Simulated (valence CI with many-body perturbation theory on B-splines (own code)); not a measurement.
**Forbidden lines of Sb²⁸⁺**

Method: relativistic CI+MBPT: five valence electrons over a frozen Dirac-Fock core [Ar], a basis of 7 s, 7 p, 8 d, 6 f, 4 g, 1 h functions for each j, with the one-electron correlation potential Σ1, the two-electron term Σ2, the three-electron term Σ3, Breit, model QED; selected CI, second order for the rest (own B-spline code, finite nucleus).

No measured spectrum was set against this ion. As an estimate, large intervals hold to a few tenths of a per cent, small ones and those within an open d or f shell to about a per cent. Only levels of the ground parity were solved; by the run's estimate the other parity begins above the list, which can be wrong where configurations are misplaced.

Lines 51 to 100 of 120 in falling wavelength, among levels below 70.563 eV, chosen from the decays that carry over 1 % of a level's rate. Wavelengths and rates use the calculated energies. Weak lines are less certain than strong ones. Lines between different terms over intervals too small for the method are left out, as are lines whose strength nearly cancels.

Names give the largest LS component (configuration and term), which can be under half, so a name can repeat, a term be missing and a line seem to break the LS rules; names also repeat where a configuration has a term twice. Letters in brackets count levels of one name in rising energy.

```csv
λ vac (nm),Upper,Lower,Type,A (s⁻¹),Branch %
110.4,3d5 4F_5/2,3d5 2D_5/2 [a],M1,6.69e+03,22.2
109.7,3d5 2F_5/2 [c],3d5 2F_7/2 [a],M1,1.14e+03,2.9
109.3,3d5 2S_1/2,3d5 4F_3/2,M1,1.93e+03,7.3
107.9,3d5 2G_9/2 [a],3d5 4G_11/2,M1,2.71e+03,39.9
101.6,3d5 2G_7/2 [a],3d5 4D_7/2,M1,6.11e+01,1.0
101.2,3d5 2I_13/2,3d5 4G_11/2,M1,1.28e+03,93.9
100.7,3d5 2G_9/2 [a],3d5 4G_7/2,M1,3.32e+03,48.9
100.6,3d5 4F_3/2,3d5 4P_3/2,M1,1.52e+04,45.8
99.68,3d5 2F_5/2 [b],3d5 4G_5/2,M1,1.46e+04,64.7
97.01,3d5 2S_1/2,3d5 2D_3/2 [a],M1,8.07e+02,3.0
93.85,3d5 4F_7/2,3d5 2G_9/2 [a],M1,1.06e+04,35.0
92.70,3d5 2H_11/2,3d5 2I_13/2,M1,4.63e+03,13.5
92.10,3d5 2D_5/2 [a],3d5 2F_5/2 [a],M1,7.65e+03,40.9
89.95,3d5 2F_5/2 [c],3d5 2D_5/2 [a],M1,9.29e+03,23.6
89.77,3d5 2G_9/2 [b],3d5 2G_9/2 [a],M1,3.09e+02,2.2
89.68,3d5 2D_3/2 [b],3d5 2D_5/2 [a],M1,3.91e+03,34.6
87.77,3d5 2H_11/2,3d5 2G_9/2 [a],M1,4.04e+03,11.8
87.18,3d5 2F_5/2 [b],3d5 4P_3/2,M1,1.75e+03,7.7
84.82,3d5 2F_5/2 [c],3d5 4D_7/2,M1,7.06e+03,17.9
84.09,3d5 2F_5/2 [b],3d5 4G_7/2,M1,3.17e+03,14.0
83.87,3d5 2F_7/2 [b],3d5 2D_5/2 [a],M1,2.64e+03,12.2
81.69,3d5 4F_7/2,3d5 2F_7/2 [a],M1,6.81e+03,22.5
80.11,3d5 2H_9/2,3d5 4G_9/2,M1,1.24e+04,51.4
79.39,3d5 2F_7/2 [b],3d5 4D_7/2,M1,7.37e+03,34.2
78.62,3d5 2G_9/2 [b],3d5 2I_11/2,M1,2.24e+03,16.2
77.76,3d5 2F_7/2 [a],3d5 2F_5/2 [a],M1,8.25e+02,12.9
77.08,3d5 2H_11/2,3d5 2I_11/2,M1,1.95e+04,57.1
76.31,3d5 4G_7/2,3d5 6S_5/2,M1,1.79e+03,51.9
73.94,3d5 4P_3/2,3d5 6S_5/2,M1,1.80e+04,94.0
73.84,3d5 4F_5/2,3d5 4G_5/2,M1,3.79e+03,12.6
73.44,3d5 2G_7/2 [a],3d5 4G_9/2,M1,3.02e+03,50.5
73.24,3d5 2G_7/2 [a],3d5 4G_5/2,M1,1.66e+02,2.8
72.92,3d5 2D_3/2 [a],3d5 2F_5/2 [a],M1,2.36e+02,4.3
72.88,3d5 2H_9/2,3d5 4G_11/2,M1,4.89e+03,20.3
69.55,3d5 2H_9/2,3d5 4G_7/2,M1,4.36e+03,18.1
68.70,3d5 2D_3/2 [b],3d5 4P_1/2,M1,9.12e+02,8.1
67.22,3d5 4F_3/2,3d5 2F_5/2 [a],M1,1.10e+04,33.3
67.04,3d5 4F_7/2,3d5 4D_7/2,M1,3.14e+03,10.4
66.83,3d5 4G_5/2,3d5 6S_5/2,M1,3.68e+03,31.4
66.75,3d5 4F_5/2,3d5 4P_3/2,M1,1.29e+03,4.3
64.93,3d5 2G_9/2 [b],3d5 4D_7/2,M1,5.48e+03,39.5
64.93,3d5 4F_5/2,3d5 4G_7/2,M1,7.42e+03,24.7
64.46,3d5 2G_7/2 [a],3d5 4G_7/2,M1,1.25e+02,2.1
64.11,3d5 2F_5/2 [c],3d5 4G_5/2,M1,1.11e+04,28.1
61.10,3d5 2F_7/2 [b],3d5 4G_9/2,M1,8.50e+03,39.5
60.96,3d5 2F_7/2 [b],3d5 4G_5/2,M1,1.00e+03,4.6
60.94,3d5 2F_5/2 [b],3d5 2F_5/2 [a],M1,1.22e+03,5.4
60.35,3d5 2S_1/2,3d5 4P_1/2,M1,5.49e+03,20.7
58.70,3d5 2F_5/2 [c],3d5 4P_3/2,M1,1.91e+03,4.9
58.58,3d5 2D_3/2 [b],3d5 4P_3/2,M1,1.72e+03,15.2
```
